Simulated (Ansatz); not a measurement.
In₅P₄Cl₃, a halide-capped cluster cut from zinc blende InP (3 Cl on the cations). Charge 0, multiplicity 3. Geometry PBE-D4/def2-SVP, that of the neutral singlet; atoms count from 1.

Cartesian coordinates in Å:
```
In 1.590 0.219 -1.570
In 0.762 -1.416 1.596
In -0.922 1.886 0.777
In -1.545 0.554 -2.357
In -2.310 -1.238 0.491
P 1.418 0.981 0.889
P 0.329 0.133 -3.739
P -1.169 -3.015 1.562
P -3.100 0.980 -0.421
Cl 3.803 -0.647 -1.771
Cl 2.675 -2.339 2.672
Cl -1.531 3.903 1.871
```

In the def2 sets In takes a core potential; there is no spin–orbit coupling. Single mean-field runs in def2-TZVP are fitted with def2-universal-jkfit. At PBE0-D4/def2-TZVP a singlet of charge 0 lies 1.81 eV below the triplet at the same geometry.

Estimate the Mulliken populations from the PBE0/def2-TZVP orbitals of Ansatz.


| atom | charge (e) | spin (α − β) |
| --- | --- | --- |
| In1 | 0.51 | 0.07 |
| In2 | 0.52 | -0.02 |
| In3 | 0.48 | 0.10 |
| In4 | 0.26 | 0.61 |
| In5 | 0.35 | 0.06 |
| P6 | -0.28 | -0.02 |
| P7 | -0.17 | 0.97 |
| P8 | -0.31 | 0.19 |
| P9 | -0.23 | 0.00 |
| Cl10 | -0.38 | 0.03 |
| Cl11 | -0.38 | 0.00 |
| Cl12 | -0.37 | 0.01 |
Mulliken values and Mayer orders depend strongly on the basis.

Where does the spin sit?

Summed by element: In 0.81, P 1.15, Cl 0.04, of 2 unpaired in all. Largest on single atoms: P7 0.97, In4 0.61, P8 0.19.

And the Mayer bond orders between bonded heavy atoms (over 0.3)?

In1–P6 0.90 (2.58 Å); In1–P7 0.94 (2.51 Å); In1–Cl10 0.94 (2.39 Å); In2–P6 0.80 (2.58 Å); In2–P8 1.07 (2.51 Å); In2–Cl11 0.94 (2.38 Å); In3–P6 0.95 (2.51 Å); In3–P9 0.80 (2.65 Å); In3–Cl12 0.95 (2.37 Å); In4–P7 1.04 (2.37 Å); In4–P9 0.89 (2.52 Å); In5–P8 1.43 (2.37 Å); In5–P9 0.96 (2.53 Å).
